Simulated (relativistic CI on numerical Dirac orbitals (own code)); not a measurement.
Level scheme of S XIII

Computed by Dirac-Coulomb-Breit CI, KLI orbitals optimised for each configuration, model QED, unscaled Slater integrals (own radial code, finite nucleus).

CI space (outside the closed core 1s2): 2s2, 2s 2p, 2p2, 2p 3s, 2p 3p, 2s 3s, 2s 3p, 2s 3d, 2s 4s, 2s 4p, 2s 4d, 2s 4f, 3s2, 3s 3p, 3p2. Levels of other configurations are missing.

```tsv
No.	Configuration	Term	J	E (eV)	%	Next component (%)	jj configuration (%)
1	2s2	1S	0	0.000	94	6 2p2 1S	closed (94)
2	2s 2p	3P°	0	24.838	100		2s 2p1/2 (100)
3	2s 2p	3P°	1	25.368	100		2s 2p1/2 (70)
4	2s 2p	3P°	2	26.564	100		2s 2p3/2 (100)
5	2s 2p	1P°	1	49.957	100		2s 2p3/2 (70)
6	2p2	3P	0	65.234	100		2p1/2^2 (72)
7	2p2	3P	1	65.914	100		2p1/2 2p3/2 (100)
8	2p2	3P	2	66.917	99	1 1D	2p3/2^2 (55)
9	2p2	1D	2	73.986	98	1 3P	2p1/2 2p3/2 (55)
10	2p2	1S	0	91.153	94	5 2s2 1S	2p3/2^2 (68)
11	2s 3s	3S	1	373.167	98	2 2p 3p 3S	2s 3s (98)
12	2s 3s	1S	0	377.852	96	4 2p 3p 1S	2s 3s (96)
13	2s 3p	1P°	1	384.965	71	21 3P°	2s 3p1/2 (75)
14	2s 3p	3P°	0	385.194	99	1 2p 3s 3P°	2s 3p1/2 (99)
15	2s 3p	3P°	1	385.457	78	19 1P°	2s 3p3/2 (75)
16	2s 3p	3P°	2	385.686	99	1 2p 3s 3P°	2s 3p3/2 (99)
17	2s 3d	3D	1	391.469	98	2 2p 3p 3D	2s 3d3/2 (98)
18	2s 3d	3D	2	391.529	98	2 2p 3p 3D	2s 3d3/2 (60)
19	2s 3d	3D	3	391.630	98	2 2p 3p 3D	2s 3d5/2 (98)
20	2s 3d	1D	2	396.420	98	2 2p 3p 1D	2s 3d5/2 (60)
21	2p 3s	3P°	0	404.633	99	1 2s 3p 3P°	2p1/2 3s (99)
22	2p 3s	3P°	1	405.118	97	2 1P°	2p1/2 3s (78)
23	2p 3s	3P°	2	406.462	99	1 2s 3p 3P°	2p3/2 3s (99)
24	2p 3s	1P°	1	410.573	88	9 2s 3p 1P°	2p3/2 3s (73)
25	2p 3p	1P	1	411.743	68	30 3D	2p1/2 3p1/2 (78)
26	2p 3p	3D	1	413.205	68	28 1P	2p1/2 3p3/2 (33)
27	2p 3p	3D	2	413.478	97	2 2s 3d 3D	2p1/2 3p3/2 (60)
28	2p 3p	3D	3	414.703	98	2 2s 3d 3D	2p3/2 3p3/2 (98)
29	2p 3p	3S	1	416.268	83	11 3P	2p3/2 3p3/2 (51)
30	2p 3p	3P	0	416.987	99	1 1S	2p1/2 3p1/2 (76)
31	2p 3p	3P	1	417.694	88	11 3S	2p3/2 3p1/2 (76)
32	2p 3p	3P	2	418.186	97	2 1D	2p3/2 3p3/2 (52)
33	2p 3p	1D	2	421.587	95	2 3P	2p3/2 3p3/2 (47)
34	2p 3p	1S	0	427.509	95	4 2s 3s 1S	2p3/2 3p3/2 (73)
35	2s 4s	3S	1	499.348	100		2s 4s (100)
36	2s 4s	1S	0	501.367	100		2s 4s (100)
37	2s 4p	3P°	0	503.706	100		2s 4p1/2 (100)
38	2s 4p	3P°	1	503.760	99	1 1P°	2s 4p1/2 (77)
39	2s 4p	3P°	2	503.906	100		2s 4p3/2 (100)
40	2s 4p	1P°	1	504.630	99	1 3P°	2s 4p3/2 (77)
41	2s 4d	3D	1	506.369	100		2s 4d3/2 (100)
42	2s 4d	3D	2	506.389	100		2s 4d3/2 (62)
43	2s 4d	3D	3	506.423	100		2s 4d5/2 (100)
44	2s 4f	3F°	2	507.914	100		2s 4f5/2 (100)
45	2s 4f	3F°	3	507.922	100		2s 4f5/2 (63)
```

Energies count from the lowest computed level; ° marks odd parity. Filled j subshells are mostly left out of the jj labels.

The mean weight of the leading LS term, summed over parents, in these 45 levels is 95 %, and that of the leading jj configuration (from the same eigenvectors) 80 %, so LS coupling describes them better.

At this charge energies of transitions that change n are usually good to better than 1 %, and those within a shell (Δn = 0) to a few per cent.
